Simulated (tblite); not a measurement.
Compound: C4H8FNS (charge -1 and doublet state).
Numbering: `[CH3:1][C@@H:2]([CH2:3][F:4])[C:5]([NH2:6])[S-:7]` (hydrogens: H8, H9, H10 on C1; H11 on C2; H12, H13 on C3; H14, H15 on N6)

Cartesian coordinates in Å at the GFN2-xTB level; atoms count from 1:
```xyz
15
C4H8FNS angstrom
C     -0.1839   -0.9484   -1.1035
C     -0.3449    0.2758   -0.1799
C     -1.5610    0.0846    0.7124
F     -2.7457    0.0409   -0.0174
C      0.8481    0.5219    0.7039
N      1.9345    1.1914    0.0463
S      1.1527   -0.5399    2.0172
H     -1.1079   -1.1538   -1.6452
H      0.6130   -0.7736   -1.8260
H      0.0779   -1.8158   -0.4997
H     -0.5023    1.1668   -0.8054
H     -1.4906   -0.8560    1.2630
H     -1.6608    0.9157    1.4157
H      2.2469    0.6932   -0.7956
H      2.7195    1.2052    0.6922
```

All values are computed: GFN2-xTB (tblite) harmonic vibrations without scaling, gas phase. This tight-binding method is rough: wavenumbers can miss measured ones by several per cent, in bad cases by 10 to 20. One conformer, not necessarily the lowest. Open shells enter through the occupations alone, without spin polarisation, and single modes of such species can be off by tens of per cent.

Harmonic wavenumbers (cm⁻¹): 51.5, 96.3, 155.8, 172.1, 216.8, 242.4, 272.1, 311.9, 413.3, 444.0, 504.2, 696.4, 871.9, 911.6, 944.8, 957.9, 990.1, 1051.6, 1081.3, 1123.7, 1144.2, 1207.1, 1213.8, 1261.2, 1301.7, 1332.8, 1382.6, 1454.9, 1502.3, 1507.3, 1544.5, 2870.5, 2959.7, 2975.8, 2977.3, 3000.2, 3019.5, 3117.6, 3379.6.

A = 3128, B = 1355, C = 1152 MHz; mass 121.036 u (most abundant isotopes); point group C1, symmetry number 1; spin multiplicity 2.

Task: What is the zero-point energy?

Result: Half the sum of the wavenumbers: 25331 cm⁻¹ = 72.42 kcal/mol.

Task: Entropy at 273.15 K, 1 bar (ideal gas, RRHO, classical rotation)?

Result: Translation 39.88, rotation 28.32, vibration 21.75, spin (R ln 2) 1.38: S = 91.3 cal/(mol K).

Task: And Cp and H(273.15 K) − H(0)?

Result: Cp = 30.34 cal/(mol K), of which vibrations give 22.40 (their classical limit is 39 R = 77.5); H(273.15 K) − H(0) = 5.38 kcal/mol without the zero-point energy, 3.21 from vibrations.

Task: What must be added to the electronic energy to get the Gibbs energy at 273.15 K and 1 bar?

Result: ZPE + [H(273.15 K) − H(0)] − T·S = 72.42 + 5.38 − 24.94 = 52.86 kcal/mol.

Task: How do the functions run with temperature in this model?

Result: 
| T (K) | S (cal/(mol K)) | Cp (cal/(mol K)) | H − H(0) (kcal/mol) | G − H(0) (kcal/mol) | ln q(vib) |
| --- | --- | --- | --- | --- | --- |
| 50 | 58.2 | 11.8 | 0.47 | -2.44 | 0.34 |
| 100 | 68.1 | 17.3 | 1.20 | -5.61 | 1.25 |
| 298.15 | 94.1 | 32.2 | 6.16 | -21.88 | 5.57 |
| 373.15 | 101.9 | 37.6 | 8.78 | -29.23 | 7.16 |
| 500 | 114.0 | 45.8 | 14.09 | -42.94 | 9.79 |
| 750 | 135.0 | 57.3 | 27.08 | -74.15 | 14.70 |
| 1000 | 152.6 | 64.8 | 42.41 | -110.15 | 19.23 |

q(vib) and H(0) count from the zero-point level.

Task: Blend soft modes into free rotors: weight 1/[1 + (100 cm⁻¹/ν̃)⁴] for the oscillator and the rest for a rotor with moment μB/(μ + B), μ = h/(8π²ν), B = 10⁻⁴⁴ kg m². What vibrational entropy results?

Result: 20.38 cal/(mol K) in place of 21.75, which changes −T·S at 273.15 K by +0.37 kcal/mol.

Hindered rotation and anharmonicity are outside this model. Other conformers, if any are populated, would add a mixing term that is left out. The structure is chiral; the term R ln 2 for an equal mix with its mirror image is left out.
